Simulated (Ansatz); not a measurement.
C$_{2}$H$_{5}$FGeSi, SMILES `FC#[C][GeH2][SiH3]` at its PBE0-D4/def2-TZVP geometry, where that method's forces vanish. The species carries charge 0 and has multiplicity 1.

```xyz
10

F     2.4150   -2.9822    0.9693
C     1.4472   -2.1692    0.8475
C     0.5255   -1.4048    0.7385
Ge   -0.8842   -0.1549    0.5149
Si   -0.1568    1.5337   -0.9979
H    -1.2262    0.4255    1.8967
H    -2.1087   -0.9132   -0.0221
H    -1.2409    2.5310   -1.2005
H     1.0392    2.2179   -0.4425
H     0.1899    0.9162   -2.3038
```

(1) What forces (eV/Å) does ωB97M-V/def2-TZVPP give on these atoms in Ansatz 0.2.0? (Estimate.)

Answers

(1) The calculation gave: 
```
F1   0.333 -0.280  0.042
C2  -0.526  0.437 -0.063
C3   0.295 -0.248  0.037
Ge4 -0.198  0.164 -0.023
Si5  0.020  0.054 -0.047
H6   0.029 -0.051 -0.106
H7   0.099  0.055  0.045
H8   0.127 -0.118  0.024
H9  -0.139 -0.082 -0.063
H10 -0.040  0.070  0.154
```
